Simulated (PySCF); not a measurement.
This script is equivalent to a calculation on Sb³⁺ (antimony, charge +3).

```python
from pyscf import gto, scf, dft, mp, cc
import basis_set_exchange as bse
txt = bse.get_basis("aug-cc-pVTZ-PP", elements=["Sb"], fmt="nwchem", header=False)
cut = txt.index("\nECP")
mol = gto.M(atom="Sb 0 0 0", charge=3, spin=0, symmetry="D2h",
            basis=gto.basis.parse(txt[:cut]),
            ecp={"Sb": gto.basis.parse_ecp(txt[cut:])})
mf = dft.UKS(mol, xc="PBEsol")
mf.irrep_nelec = {'Ag': (4, 4), 'B1g': (1, 1), 'B2g': (1, 1), 'B3g': (1, 1), 'B1u': (1, 1), 'B2u': (1, 1), 'B3u': (1, 1)}
mf.kernel()
```

Task: What total energy does it give?

Result: -238.106 hartree (calculated).

Task: Which occupied shell lies highest, and where?

Result: 5s, at -39.078 eV.

Energies and moments cover only the electrons outside the core potential.
